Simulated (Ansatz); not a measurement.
The same molecule with X = Si, Ge, Sn. Ansatz, PBE0-D4/def2-TZVP geometries, multiplicity 1. Each molecule was computed in one conformer, which needn't be the lowest.

Elements past krypton have def2 core potentials. Scalar relativity is left out up to krypton.

```
 X        molecule  mean X–O bond length / Å  mean X–S bond length / Å  HOMO–LUMO gap (B3LYP/def2-TZVPP) / eV  HOMO energy (PBE0/def2-TZVPP) / eV  LUMO energy (PBE0/def2-TZVPP) / eV
Si        `O[Si]S`                     1.646                     2.176                                   5.02                               -7.09                               -1.72
Sn  `[OH][Sn][SH]`                     1.976                     2.454                                   4.70                               -7.36                               -2.26
```

Task: Give the row for X = Ge, `[OH][Ge][SH]`. (Best estimate.)

Result: Ansatz gave: 
```tsv
X	molecule	mean X–O bond length / Å	mean X–S bond length / Å	HOMO–LUMO gap (B3LYP/def2-TZVPP) / eV	HOMO energy (PBE0/def2-TZVPP) / eV	LUMO energy (PBE0/def2-TZVPP) / eV
Ge	`[OH][Ge][SH]`	1.782	2.260	4.97	-7.35	-1.99
```

From Si to Sn the mean X–O bond length rises at each step, by 0.330 Å in all; the mean X–S bond length rises at each step, by 0.278 Å in all; the HOMO–LUMO gap (B3LYP/def2-TZVPP) falls at each step, by 0.32 eV in all; the HOMO energy (PBE0/def2-TZVPP) falls at each step, by 0.27 eV in all; the LUMO energy (PBE0/def2-TZVPP) falls at each step, by 0.54 eV in all. Bonds lengthen as the atom grows down the group.

B3LYP here is the variant with VWN-RPA as its local correlation; programs differ in this.
